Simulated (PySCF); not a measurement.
Compound: C5H9FS3Si.
SMILES with atom numbers: `[CH3:1][S:2]/[C:3](=[CH:4]\[F:5])[SiH:6]1[S:7][CH2:8][CH2:9][S:10]1`

Probes without a nucleus sit at each ring's centroid and 1 Å off its mean plane on both sides; NICS is minus the shielding there, NICSzz its component along the normal. Level: GIAO PBE0/pcSseg-1 (PySCF, non-relativistic, gas phase) on the GFN2-xTB geometry, one conformer.

Ring bond lengths (Å), with Mayer bond orders in brackets: Si6–S7 2.143 (0.97), S7–C8 1.823 (0.99), C8–C9 1.509 (1.01), C9–S10 1.831 (1.00), S10–Si6 2.146 (0.99).

Task: What do the NICS probes read (ppm)?

Result: 
```
            ring                                                      type  NICS(0)  NICS(1), two faces  NICS(1)zz, two faces  rms pucker (Å)  centre to ring atoms, mean (Å)
Si6–S7–C8–C9–S10  5-membered ring with 2 S and Si; formal bonds all single     -9.3         -5.4 / -5.3           -4.1 / -2.7            0.24                            1.56
```

Task: What do they say, and how far can they be read as aromaticity?

Result: 
- Si6–S7–C8–C9–S10: mean NICS(1)zz -3.4 ppm, shielded. Si6, C8, C9 have four or more neighbours; no verdict on aromaticity is drawn.

Task: What field does 14.1 T along the ring normal induce along that normal at the second NICS(1) probe listed for ring Si6–S7–C8–C9–S10, 1 Å off the ring?

Result: NICSzz × B0 = -2.7 ppm × 14.1 T = -38 μT, against the applied field.

Task: Give the inner angles of the rings and the Hirshfeld charges of the ring atoms.

Result: 
- Si6–S7–C8–C9–S10: Si6 100.6° (+0.291 e), S7 93.4° (-0.079 e), C8 110.6° (-0.069 e), C9 111.5° (-0.071 e), S10 95.9° (-0.098 e); sum 512.0° against 540° for a flat convex ring.

Task: How shielded are the nuclei of the rings and their hydrogens (means over atoms taken as equivalent)?

Result: 
```
       atoms                 environment  σ isotropic (ppm)  principal values of the symmetric part, first atom (ppm)
         Si6                 SiH silicon              331.3                                       285.3, 347.1, 361.4
     S7 (×2)   sulfur bonded to C and Si              619.5                                       495.9, 561.0, 839.1
     C8 (×2)  sp3 carbon bound to sulfur              145.6                                       112.1, 154.3, 170.4
    H on Si6               Si–H hydrogen              26.04                                          21.6, 24.5, 32.0
H on C8 (×2)          methylene hydrogen              28.84                                          21.7, 26.6, 37.8
H on C8 (×2)          methylene hydrogen              28.91                                          23.4, 26.7, 37.4
```

Time: 71 s (grids of density and orbitals included); peak memory 1.1 GiB. Hardware: an Arm Neoverse V2 with one thread, no GPU (shared host). This is the whole shielding run at PBE0/pcSseg-1, SCF included.
